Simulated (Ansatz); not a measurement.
```yaml
crystal:
  periodic: [false, false, false]
  atoms:
    - {symbol: Cu, position_ang: [-0.107707, 0.100055, -0.948953]}
    - {symbol: P, position_ang: [-0.040107, 0.163420, 1.336554]}
    - {symbol: H, position_ang: [-0.689227, -0.898936, 1.901124]}
    - {symbol: H, position_ang: [-0.463639, 1.299776, 1.968317]}
    - {symbol: H, position_ang: [1.277396, -0.104178, 1.845621]}
    - {symbol: O, position_ang: [-0.038583, 0.132116, -2.708548]}
    - {symbol: H, position_ang: [0.490895, -0.451974, -3.203423]}
basis:
  gaussian: {orbitals: aug-cc-pVDZ}
magnetization: {spin_polarized: true, initial_magnetization: 2}
hamiltonian: {xc: {name: HSE06}}
output: {forces: true}
```

```sh
$ ansatz run in.yaml --threads 4 --pin off --events-out ev --progress --plain --max-ram 3916MiB
```

Output, abridged:

```
Functional definition: HSE06
1472 factors; integrals over basis functions are off by at most 7.9e-4 eV
166 factors; integrals over basis functions are off by at most 5.6e-6 eV
mean field evaluation 1: about -56018.8041 eV, gradient 4.5e1 eV
mean field evaluation 2: about -55875.3979 eV, gradient 1.4e2 eV
mean field evaluation 4: about -56024.1894 eV, gradient 3.8e1 eV
mean field evaluation 8: about -56027.0195 eV, gradient 8.5e-1 eV
mean field evaluation 16: about -56027.1139 eV, gradient 1.6e-1 eV
mean field evaluation 32: about -56027.1234 eV, gradient 3.7e-2 eV
mean field evaluation 64: about -56027.1235 eV, gradient 7.3e-6 eV
mean field evaluation 96: about -56026.9163 eV, gradient 5.8e0 eV
mean field -56027.12346753 eV, -2058.9588108834 hartree, gradient 7.3e-6 eV, S^2 2.007263; 9 other end points of the search recorded, 0 dependent functions left out
reference -56027.12354168 eV, -2058.9588136083 hartree; 29, 27 occupied and 116, 118 virtual orbitals, 1472 factors
Total energy: -56027.12354168 eV, -2058.9588136083 hartree
Atom 0 at    -0.107707     0.100055    -0.948953 Å, force    -0.696287    -1.236833    -0.345578 eV/Å
Atom 1 at    -0.040107     0.163420     1.336554 Å, force     1.840905     0.116515    -1.544257 eV/Å
Atom 2 at    -0.689227    -0.898936     1.901124 Å, force    -0.792277    -0.641823     0.534415 eV/Å
Atom 3 at    -0.463639     1.299776     1.968317 Å, force    -0.814299     1.220361     1.413989 eV/Å
Atom 4 at     1.277396    -0.104178     1.845621 Å, force     0.200687    -0.037864     0.412304 eV/Å
Atom 5 at    -0.038583     0.132116    -2.708548 Å, force    -0.902590     1.931128     0.513357 eV/Å
Atom 6 at     0.490895    -0.451974    -3.203423 Å, force     1.163862    -1.351484    -0.984231 eV/Å
Dipole moment:     0.289675     0.198010     0.448410 e Å
```

Run time 22 s (4 threads of Intel Xeon on a shared host), peak host memory 0.66 GiB.

HSE06 is defined as in plane-wave codes, on full-range PBE exchange.
